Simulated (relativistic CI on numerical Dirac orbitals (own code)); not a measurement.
# One change at a time: Re²²⁺

Base calculation: Dirac-Coulomb-Breit CI, KLI orbitals optimised for each configuration, QED by a radiative potential, unscaled Slater integrals.

CI space (outside the closed core [Ar] 3d10 4p6 4d10): 4s2 4f7, 4s2 4f6 5s, 4s2 4f5 5s2, 4s2 4f6 6s, 4f9. Levels of other configurations are missing.

Variants: (1) configuration mixing switched off; (2) only the first 3 configurations. Shifts of the energy above 4s2 4f7 8S°_7/2, in cm⁻¹, for the lowest level and the first level of each name with at least 55 % of one term (blank where a level changes its place among those of its configuration and J or its character, or is not in the variant):

```csv
Level,Base,Δ(1),Δ(2)
4s2 4f7 8S°_7/2,0.0,0.0,0.0
4s2 4f7 6P°_5/2,71621.2,+93.8,+67.0
4s2 4f7 6I°_7/2,75434.9,+33.9,+24.5
4s2 4f7 6P°_3/2,76334.4,+101.6,+72.2
4s2 4f7 6I°_9/2,79118.9,+19.3,+13.9
4s2 4f7 6I°_17/2,80024.4,+8.9,+6.4
4s2 4f7 6I°_11/2,82388.8,+6.5,+4.6
4s2 4f7 6I°_15/2,83762.7,-0.7,-0.7
4s2 4f7 6I°_13/2,83849.6,+1.6,+1.0
4s2 4f7 6D°_9/2,89155.9,+19.2,+13.6
4s2 4f7 6D°_1/2,98827.0,-10.1,-7.5
4s2 4f7 6D°_3/2,100517.9,+28.8,+20.0
4s2 4f7 4N°_19/2,124356.9,+13.3,+9.3
4s2 4f7 4N°_23/2,124802.5,+8.9,+6.1
4s2 4f7 4N°_21/2,128820.4,+0.9,+0.2
4s2 4f7 4L°_15/2,129524.3,+41.6,+29.4
4s2 4f7 4L°_19/2,138574.1,-12.6,-9.3
4s2 4f7 4S°_3/2,147481.5,+109.9,+77.9
4s2 4f7 2Q°_23/2,148219.4,-1.7,-1.6
```

At this charge energies of transitions that change n are usually good to better than 1 %, and those within a shell (Δn = 0) to a few per cent. Terms inside the open d or f shell come out 10 to 20 % too wide with unscaled integrals.

Ionisation energy from the two ground configurations alone: base 643.581 eV. The NIST ASD value (theoretical) is 670 eV. The gap of more than 2 % comes from missing correlation, or from a tabulated value that is itself an estimate.

LS names give the leading component of a level, which can be under half, so a name can repeat, a term be missing and a line seem to break the LS rules.
